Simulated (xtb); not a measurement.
xtb input (GFN2-xTB):

```bash
xtb mol.xyz --gfn 2 --sp --chrg -1 --uhf 0
```
mol.xyz:
```
8

I      1.87422545    -0.88355882     0.46690398
C     -0.16526209    -0.22056752     0.03739057
C     -1.25669677    -1.10990928     0.13500003
C     -2.38479689    -0.46125140    -0.17678381
Se    -2.10921533     1.47163496    -0.65107077
C     -0.30429548     1.08187913    -0.32280382
H     -3.41601070    -0.78159571    -0.22140734
H      0.46169021     1.83371891    -0.42491520
```

End of the output:

```
         :::::::::::::::::::::::::::::::::::::::::::::::::::::
         ::                     SUMMARY                     ::
         :::::::::::::::::::::::::::::::::::::::::::::::::::::
         :: total energy             -16.697711248968 Eh    ::
         :: gradient norm              0.041682641781 Eh/a0 ::
         :: HOMO-LUMO gap              2.172099070548 eV    ::
         ::.................................................::
         :: SCC energy               -16.868052008238 Eh    ::
         :: -> isotropic ES            0.094167327303 Eh    ::
         :: -> anisotropic ES         -0.002104483800 Eh    ::
         :: -> anisotropic XC          0.002972791529 Eh    ::
         :: -> dispersion             -0.009217041485 Eh    ::
         :: repulsion energy           0.170340759269 Eh    ::
         :: add. restraining           0.000000000000 Eh    ::
         :: total charge              -1.000000000000 e     ::
         :::::::::::::::::::::::::::::::::::::::::::::::::::::

           -------------------------------------------------
          |                Property Printout                |
           -------------------------------------------------

    * Orbital Energies and Occupations

         #    Occupation            Energy/Eh            Energy/eV
      -------------------------------------------------------------
         1        2.0000           -0.5877780             -15.9943
       ...           ...                  ...                  ...
         4        2.0000           -0.4284515             -11.6588
         5        2.0000           -0.3912628             -10.6468
         6        2.0000           -0.3585102              -9.7556
         7        2.0000           -0.3460690              -9.4170
         8        2.0000           -0.3012949              -8.1987
         9        2.0000           -0.2927045              -7.9649
        10        2.0000           -0.2814818              -7.6595
        11        2.0000           -0.2730196              -7.4292
        12        2.0000           -0.2608070              -7.0969
        13        2.0000           -0.2563960              -6.9769
        14        2.0000           -0.2162745              -5.8851
        15        2.0000           -0.2091583              -5.6915
        16        2.0000           -0.1646325              -4.4799 (HOMO)
        17                         -0.0848094              -2.3078 (LUMO)
        18                         -0.0846465              -2.3033
        19                         -0.0362181              -0.9855
        20                          0.0204168               0.5556
        21                          0.0364960               0.9931
        22                          0.1884890               5.1290
        23                          0.1898585               5.1663
        24                          0.1999697               5.4415
        25                          0.2139079               5.8207
        26                          0.2165648               5.8930
        27                          0.2299148               6.2563
       ...                                ...                  ...
        36                          0.8436814              22.9577
      -------------------------------------------------------------
                  HL-Gap            0.0798232 Eh            2.1721 eV
             Fermi-level           -0.1247210 Eh           -3.3938 eV

     #   Z          covCN         q      C6AA      α(0)
     1  53 I        1.150    -0.295   394.333    34.280
     2   6 C        3.199     0.066    25.987     8.308
     3   6 C        2.091    -0.239    37.975     9.956
     4   6 C        2.961    -0.004    28.127     8.699
     5  34 Se       2.180    -0.506   253.449    27.740
     6   6 C        3.030     0.003    27.935     8.669
     7   1 H        0.926    -0.020     3.422     2.893
     8   1 H        0.926    -0.005     3.143     2.772

 Mol. C6AA /au·bohr⁶  :       3744.905102
 Mol. C8AA /au·bohr⁸  :     206446.778818
 Mol. α(0) /au        :        103.317307

Wiberg/Mayer (AO) data.
largest (>0.10) Wiberg bond orders for each atom

 ---------------------------------------------------------------------------
     #   Z sym  total        # sym  WBO       # sym  WBO       # sym  WBO
 ---------------------------------------------------------------------------
     1  53 I    0.981 --     2 C    0.844
     2   6 C    3.877 --     6 C    1.631     3 C    1.209     1 I    0.844
                             5 Se   0.140
     3   6 C    3.378 --     4 C    1.841     2 C    1.209     5 Se   0.253
     4   6 C    3.905 --     3 C    1.841     7 H    0.955     5 Se   0.895
                             6 C    0.141
     5  34 Se   2.556 --     6 C    1.167     4 C    0.895     3 C    0.253
                             2 C    0.140
     6   6 C    3.948 --     2 C    1.631     5 Se   1.167     8 H    0.958
                             4 C    0.141
     7   1 H    0.994 --     4 C    0.955
     8   1 H    1.000 --     6 C    0.958
 ---------------------------------------------------------------------------

Topologies differ in total number of bonds
Writing topology from bond orders to xtbtopo.mol

molecular dipole:
                 x           y           z       tot (Debye)
 q only:        1.659      -0.420       0.318
   full:        0.999       0.285       0.050       2.645
molecular quadrupole (traceless):
                xx          xy          yy          xz          yz          zz
 q only:      -10.549       8.930       1.635      -4.975       3.434       8.915
  q+dip:      -12.790      12.105       1.803      -6.406       4.450      10.987
   full:      -12.032      11.234       0.632      -6.140       4.772      11.400

           -------------------------------------------------
          | TOTAL ENERGY              -16.697711248968 Eh   |
          | GRADIENT NORM               0.041682641781 Eh/α |
          | HOMO-LUMO GAP               2.172099070548 eV   |
           -------------------------------------------------

------------------------------------------------------------------------
Note: The following floating-point exceptions are signalling: IEEE_UNDERFLOW_FLAG IEEE_DENORMAL
normal termination of xtb
------------------------------------------------------------------------
 total:
 SCF:
```

It need not be the lowest isomer of its formula. Whether it binds its extra electron was not tested at this geometry.
